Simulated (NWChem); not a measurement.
Species: C$_{2}$H$_{6}$Cl$_{2}$Si; SMILES Cl[Si](C)(C)Cl

All runs: NWChem. Coordinates come from a PBE0/def2-SVP optimisation. Isotropic polarisability at PBE0/aug-cc-pVDZ. A Cauchy series cut after its second term is a line in ω².

| row | ω² (10⁻³ Ha²) | α (bohr³) |
|---|---|---|
| static | 0.00 | 77.78 |
| 1065 nm | 1.83 | 78.41 |
| 589 nm | 5.98 | withheld |
| 400 nm | 12.97 | 82.57 |

Fit a straight line of the last column on the one before it, predict the withheld value, and compare with the run.


1. Means of the 3 shown rows: x = 4.933, y = 79.587. Slope Σ(x − x̄)(y − ȳ)/Σ(x − x̄)² = 36.54/98.56 = 0.3708; intercept 77.757.
2. The shown rows scatter about the line by 0.020 (root mean square); the largest residual is -0.03, at 1065 nm.
3. At x = 5.98 (589 nm; inside the shown range) the line gives 79.97.
4. The run gives 79.89, -0.08 from the line. The intercept estimates α(0), and the slope, 371 bohr³/Ha², the next Cauchy moment.
